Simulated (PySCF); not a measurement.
**Solvent effects on NMR parameters**

Bonds (- single, = double, # triple, : aromatic): C1-C2, C2=O3, C2-O4, O4-C5, C5-O6, O6-Si7. C1 carries H8, H9, H10; C5 carries H11, H12; Si7 carries H13, H14, H15.

GIAO PBE0/pcSseg-1 in PySCF on one PBE0-D3(BJ)/def2-SVP conformer, non-relativistic, equivalent nuclei averaged. Solvents enter as an IEF-PCM continuum (dichloromethane with ε = 8.9, methanol with ε = 32.6) around the gas-phase geometry. Shifts are referred to TMS computed in the same medium.

In dichloromethane, δ in ppm: C2 182.8, C5 89.9, C1 23.2, Si7 -22.2, H11/H12 5.25, H13/H14/H15 4.80, H8/H9/H10 2.25. Dipole moment 2.40 D.

Task: How does each δ change in the more polar medium?

Result: 
```json
{"atoms": "C2", "environment": "ester carbonyl carbon", "Δδ, methanol": "+0.6"}
{"atoms": "C5", "environment": "sp3 carbon bearing two oxygens", "Δδ, methanol": "+0.2"}
{"atoms": "C1", "environment": "methyl carbon α to a carbonyl", "Δδ, methanol": "+0.2"}
{"atoms": "Si7", "environment": "silicon bonded to O, 3 H", "Δδ, methanol": "-0.1"}
{"atoms": "H11/H12", "environment": "hydrogen on an sp3 carbon bearing two oxygens", "Δδ, methanol": "+0.02"}
{"atoms": "H13/H14/H15", "environment": "hydrogen on a silicon bonded to O", "Δδ, methanol": "-0.01"}
{"atoms": "H8/H9/H10", "environment": "hydrogen on a methyl carbon α to a carbonyl", "Δδ, methanol": "+0.02"}
```

Changes are relative to dichloromethane. The dipole moment becomes 2.46 D in methanol.

Task: Which of the listed nuclei move most (in ppm), and what does the model miss? (N and O are left out, as their reference compounds move with the solvent too.)

Result: C2 (ester carbonyl carbon, +0.6 ppm) in methanol. A continuum only polarises the solute; specific hydrogen bonds, the anisotropy of aromatic solvents and changes of geometry or conformer are outside it.
